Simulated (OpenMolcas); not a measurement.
An OpenMolcas run meant for Ta²⁺ (ANO-RCC-VQZP, DKH2; inactive shells 1s 2s 2p 3s 3p 3d 4s 4p 4d 4f 5s 5p; intended active space 3 electrons in 5 orbitals (5d)). One step of its input:

```
&CASPT2
Multistate=10 1 2 3 4 5 6 7 8 9 10
Frozen=34 36
IPEA=0.25
Imaginary=0.1
MaxIter=60
WThr=0.0 0.3 0.05
PrWF=0.5
NoMix
```

Lines from the output:

```
|       MOLCAS_SOURCE = <dir>
  |    MOLCAS_STRUCTURE = 0
  |
   -------------------------------------------------------------------------------------
++ ---------   Input file   ---------
>>> COPY JOB001 $Project.JobIph
&CASPT2
Multistate=10 1 2 3 4 5 6 7 8 9 10
Frozen=34 36
IPEA=0.25
Imaginary=0.1
MaxIter=60
WThr=0.0 0.3 0.05
PrWF=0.5
NoMix
-- ----------------------------------
>>> COPY JOB001 a.JobIph
*** symbolic link created: INPORB -> a.RasOrb
--- Start Module: caspt2 at  ---
()()()()()()()()()()()()()()()()()()()()()()()()()()()()()()()()()()()()()()()()()()()()()()()()()()
                                              &CASPT2
                                   only a single process is used
                       available to each process: 2.3 GB of memory, 1 thread
()()()()()()()()()()()()()()()()()()()()()()()()()()()()()()()()()()()()()()()()()()()()()()()()()()
 ###    WARNING: User changed nr of frozen orbitals.                         ###
 ###    ERROR: Too many frozen orbitals!                                     ###
--- Stop Module: caspt2 at  /rc=_RC_INPUT_ERROR_ ---
.####################.
.# User input error #.
.####################.
```

Q: What is wrong with the input?

A: More orbitals are frozen than there are inactive ones.
